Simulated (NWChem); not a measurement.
Species: CHBrCl₂; SMILES ClC(Br)Cl

Computed with NWChem. Medium grid unless said otherwise, to which SCAN and Minnesota functionals are sensitive. Coordinates come from a PBE0/def2-SVP optimisation.

### Question
Order these by “highest occupied level (eV)”, lowest first: M06-2X/def2-TZVPD; PBE/def2-TZVPD; Hartree-Fock/def2-TZVPD; PBE0/def2-TZVPD.

### Answer
Hartree-Fock/def2-TZVPD (-11.58), M06-2X/def2-TZVPD (-9.79), PBE0/def2-TZVPD (-8.52), PBE/def2-TZVPD (-7.18)
